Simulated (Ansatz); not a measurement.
Total energies of `[CH3][Zn][NH2]`.

```csv
atom,x (Å),y (Å),z (Å)
C1,-1.356,-0.602,0.669
Zn2,0.253,0.128,-0.099
N3,1.793,0.880,-0.718
H4,-1.116,-1.306,1.470
H5,-1.947,-1.131,-0.081
H6,-1.977,0.190,1.095
H7,1.746,1.544,-1.477
H8,2.604,0.296,-0.860
```

Total charge 0; spin multiplicity 1. For Zn the d shell is correlated and the shells below it are frozen. Scalar relativity is left out up to krypton. Geometry: relaxed with PBE0-D4/def2-TZVP. It is one conformer, not always the lowest. Basis def2-TZVPP, the Gaussian-basis code of Ansatz.

RPA on PBE orbitals: Hartree–Fock energy of these orbitals -1873.00796 Eh, correlation -1.31271 Eh (frozen core).

```json
{"functional": "LDA (SPW92)", "energy without D4 (Eh)": "-1871.57166", "D4 term (kJ/mol)": "–"}
{"functional": "PBE", "energy without D4 (Eh)": "-1874.91638", "D4 term (kJ/mol)": "-9.4"}
{"functional": "revPBE", "energy without D4 (Eh)": "-1875.16183", "D4 term (kJ/mol)": "-30.6"}
{"functional": "BLYP", "energy without D4 (Eh)": "-1875.35283", "D4 term (kJ/mol)": "-20.9"}
{"functional": "B97M-V", "energy without D4 (Eh)": "-1874.94185", "D4 term (kJ/mol)": "–"}
{"functional": "PBE0", "energy without D4 (Eh)": "-1874.94354", "D4 term (kJ/mol)": "-7.9"}
{"functional": "B3LYP", "energy without D4 (Eh)": "-1875.36798", "D4 term (kJ/mol)": "-15.1"}
{"functional": "r2SCANh", "energy without D4 (Eh)": "-1875.21716", "D4 term (kJ/mol)": "-2.4"}
{"functional": "r2SCAN0", "energy without D4 (Eh)": "-1875.18709", "D4 term (kJ/mol)": "-2.7"}
{"functional": "CAM-B3LYP", "energy without D4 (Eh)": "-1875.37411", "D4 term (kJ/mol)": "-7.9"}
{"functional": "LC-ωPBE", "energy without D4 (Eh)": "-1875.02634", "D4 term (kJ/mol)": "–"}
{"functional": "ωB97X-V", "energy without D4 (Eh)": "-1875.10939", "D4 term (kJ/mol)": "–"}
{"functional": "ωB97M-V", "energy without D4 (Eh)": "-1875.15953", "D4 term (kJ/mol)": "–"}
{"functional": "B2PLYP", "energy without D4 (Eh)": "-1874.94633", "D4 term (kJ/mol)": "–"}
```

Problem. Give the same for r2SCAN, HSE06 (plane-wave form), BHLYP, PBE-QIDH. (Best estimate.)

Solution. Computed: 
| functional | energy without D4 (Eh) | D4 term (kJ/mol) |
| --- | --- | --- |
| r2SCAN | -1875.23829 | -2.3 |
| HSE06 (plane-wave form) | -1874.93622 | -7.3 |
| BHLYP | -1875.20337 | -11.5 |
| PBE-QIDH | -1874.68501 | – |

B3LYP takes the VWN-RPA correlation (the form of Gaussian; ORCA's B3LYP/G). HSE06 is the plane-wave form, built on full-range PBE exchange. The double hybrids freeze the cores in their second-order part.

LC-ωPBE has ω = 0.4 bohr⁻¹.
